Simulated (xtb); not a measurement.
Job for xtb: GFN1-xTB on SrP, 2S+1 = 4, a spin state set in the input, which need not be the lowest, a point of a bond scan (R = 2.850 Å).

```
$ xtb mol.xyz --gfn 1 --sp --chrg 0 --uhf 3
2

P      0.00000000     0.00000000     0.00000000
Sr     0.00000000     0.00000000     2.84953500
```

Task: Give the final energy of this run.

Result: -2.9920 hartree.
